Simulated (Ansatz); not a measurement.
`[CH3][Ge][F]` + HBr → `[F][Ge][Br]` + CH₄ at 500 K and 1 bar (ligand exchange at a Ge–C bond).

Calculated with Ansatz (gas phase, PBE0-D4/def2-TZVP geometries, no zero-point term in ΔE). CCSD(T)/CBS adds triple-zeta CCSD(T) − MP2 to the extrapolated MP2 energy (def2 sets, frozen cores). This one scheme is used for every species. For Br, Ge outer-core shells are correlated without core-valence functions, which leaves a few kJ/mol of doubt a bond. Scalar relativity is left out up to krypton.

| species | CCSD(T)/CBS energy (Eh) | H − E (kJ/mol) | S (J/(mol·K)) |
| --- | --- | --- | --- |
| `[CH3][Ge][F]` | -2215.78112 | 126.9 | 339.2 |
| HBr | -2573.91920 | 30.5 | 213.7 |
| `[F][Ge][Br]` | -4749.29775 | 30.7 | 328.7 |
| CH₄ | -40.46206 | 135.6 | 206.8 |

H − E and S are ideal-gas, rigid-rotor, harmonic terms from PBE0-D4/def2-TZVP. 1 Eh = 2625.50 kJ/mol, R = 8.31446 J/(mol·K).

Task: By hand: ΔE, ΔH, ΔS and ΔG.

Result: ΔE = (-4749.29775) + (-40.46206) − (-2215.78112) − (-2573.91920) = -0.05949 Eh = -156.2 kJ/mol. Δ(H − E) = 30.7 + 135.6 − 126.9 − 30.5 = 8.9, so ΔH = -147.3 kJ/mol. ΔS = 328.7 + 206.8 − 339.2 − 213.7 = -17.4 J/(mol·K). ΔG = -147.3 − 500 × (-17.4)/1000 = -138.6 kJ/mol.

Task: By hand: the equilibrium constant, and the temperature at which ΔG would vanish if ΔH and ΔS stayed fixed.

Result: log₁₀ K = −ΔG/(RT ln 10) = 14.5. ΔG = 0 at ΔH/ΔS = 8466 K, far beyond where these terms or the molecules hold.

ΔH outweighs TΔS. A doubt of 5 kJ/mol in ΔE shifts log₁₀ K by 0.5 here. These are equilibria of isolated gas molecules and say nothing of rates. Largest T1 diagnostic: 0.013 (customary marks: 0.02 for closed shells, 0.045 for open ones).
